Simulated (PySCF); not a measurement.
C₂H₅N, SMILES CN=C (connectivity only; charge and spin as stated), charge +1, multiplicity 2.

The structure is a stationary point at PBE-D3(BJ)/def2-TZVP. The spin state was assumed, not searched.

These are PBE-D3(BJ)/def2-TZVP in PySCF values and carry that method's errors.

Harmonic, unscaled wavenumbers; measured fundamentals usually lie a few per cent lower.

Computed normal modes with their intensities:
```tsv
mode	ν (cm⁻¹)	IR (km/mol)	moving atoms (share of kinetic energy)
1	134	0.9	H 86 %, N 10 %
2	224	14.7	N 47 %, H 36 %, C 17 %
3	351	20.6	H 51 %, N 38 %, C 10 %
4	907	7.7	C 62 %, H 32 %
5	938	4.8	H 63 %, C 32 %
6	974	38.0	H 74 %, C 25 %
7	1061	3.4	H 64 %, C 21 %, N 15 %
8	1070	1.5	H 70 %, C 22 %
9	1315	41.2	H 90 %, C 9 %
10	1332	29.6	H 98 %
11	1336	36.5	H 91 %
12	1387	20.4	H 92 %
13	1807	9.6	N 57 %, C 40 %
14	2854	106.0	H 95 %
15	2893	51.5	H 95 %
16	2991	29.9	H 93 %
17	2998	48.4	H 91 %, C 9 %
18	3044	21.0	H 90 %, C 10 %
```
